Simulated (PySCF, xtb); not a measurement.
GaH₂IO₂, SMILES [OH][Ga]([OH])[I]. Other conformers were not sampled.

Harmonic wavenumbers (cm⁻¹) from GFN2-xTB (xtb) at its own minimum, in rising order: 106, 131, 150, 281, 320, 333, 520, 559, 598, 618, 3605, 3646.

Question: What does PBE-D3(BJ)/def2-SVP run with PySCF 2.14.0 give at its own minimum? (Estimate from the structure and the level; the computed values follow.)

Answer: 113, 151, 162, 246, 306, 339, 659, 707, 811, 847, 3711, 3729. Paired by order, the mean absolute difference is 84 cm⁻¹ and the zero-point energies are 15.5 and 16.8 kcal/mol.
